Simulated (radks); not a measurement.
Initial-state core-level shifts of the tin ion Sn2+ when its valence configuration changes from [Kr] 4d10 5s2. Method: scalar-relativistic Kohn-Sham, PBE, spin-polarised, spherical densities, point nucleus; open shells are filled with parallel spins first (spin-orbit coupling, left out, can overturn this in heavy ions); computed with a radial shooting solver on a logarithmic mesh with Libxc functionals. Shifts are changes of the shell-averaged eigenvalues in eV (positive: less bound).

[
 {"valence": "4d9.5 5s2 5p0.5", "2s": "-4.379", "3s": "-4.244", "4s": "-3.764", "4p": "-3.622"},
 {"valence": "4d9 5s2 5p1", "2s": "-8.799", "3s": "-8.510", "4s": "-7.493", "4p": "-7.202"},
 {"valence": "4d8 5s2 5p2", "2s": "-17.778", "3s": "-17.123", "4s": "-14.858", "4p": "-14.253"},
 {"valence": "4d10 5s1 5p1", "2s": "-1.360", "3s": "-1.388", "4s": "-1.397", "4p": "-1.387"},
 {"valence": "4d8 5s1 5p3", "2s": "-18.796", "3s": "-18.170", "4s": "-15.886", "4p": "-15.261"},
 {"valence": "4d8.5 5s2 5p1.5", "2s": "-13.264", "3s": "-12.801", "4s": "-11.190", "4p": "-10.745"},
 {"valence": "4d9 5s1 5p2", "2s": "-9.965", "3s": "-9.705", "4s": "-8.684", "4p": "-8.378"},
 {"valence": "4d9.5 5s1 5p1.5", "2s": "-5.636", "3s": "-5.529", "4s": "-5.051", "4p": "-4.897"}
]
